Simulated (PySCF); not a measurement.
Al(OH)3 cation (AlH3O3), SMILES [OH][Al]([OH])[OH] (connectivity only; charge and spin as stated), charge +1, multiplicity 2.

The structure is a stationary point at r2SCAN-D4/def2-SVP. The spin state was assumed, not searched. The isomer is the one that the SMILES or the coordinates give; other isomers of the formula were not compared. One conformer was computed; it need not be the lowest.

All values below come from ωB97X/def2-TZVPD (PySCF).

Gas-phase values at a fixed geometry.

### Question
Estimate the frontier levels, dipole moment and polarisability. (An estimate is asked for; the answer gives what the named calculation found.)

### Answer

```json
{
 "α spin, highest occupied and lowest empty level": "-18.59 and -4.02 eV",
 "β spin, highest occupied and lowest empty level": "-17.12 and -11.10 eV",
 "dipole_moment_about_the_centre_of_nuclear_charge": "0.00 D",
 "mean_static_polarisability": "93.2 bohr³ (13.81 Å³)",
 "polarisability_principal_values": "23.9, 127.9, 127.9 bohr³",
 "⟨S²⟩": "0.763 (pure state 0.75)"
}
```
